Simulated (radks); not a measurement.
Results of a calculation; reference values are marked as such.
Problem. The mean radii <r> (bohr) of the occupied orbitals of an atom or ion are listed with their occupations. Level of theory: Dirac Kohn-Sham, LDA (Slater exchange, Perdew-Wang correlation), spin-unpolarised, spherical densities, finite nucleus; Fermi nuclear charge, rms radius of each element as measured or else 0.836 A^(1/3) + 0.57 fm (a radial shooting solver on a logarithmic mesh with Libxc functionals).

| orbital | occ. | <r> |
|---|---|---|
| 1s1/2 | 2 | 0.04034 |
| 2s1/2 | 2 | 0.1778 |
| 2p1/2 | 2 | 0.1524 |
| 2p3/2 | 4 | 0.1565 |
| 3s1/2 | 2 | 0.5114 |
| 3p1/2 | 2 | 0.5121 |
| 3p3/2 | 4 | 0.5227 |
| 3d3/2 | 4 | 0.5229 |
| 3d5/2 | 6 | 0.5267 |
| 4s1/2 | 2 | 1.421 |
| 4p1/2 | 2 | 1.617 |
| 4p3/2 | 3 | 1.649 |
| 6d3/2 | 1 | 13.51 |

Name the element and its charge. Open shells, if any, fill j = l - 1/2 first.

Solution. Z = 37, rubidium, charge +1: Rb+ in [Ar] 3d10 4s2 4p5 6d1. The 1s radius gives Z: for a bare nucleus <r> = (2 gamma + 1)/(2Z) with gamma = sqrt(1 - (Z/c)^2), 0.03954 bohr for Z = 37, and screening makes it slightly larger (0.04034 here). The occupations add up to 36, and the charge is Z minus that.
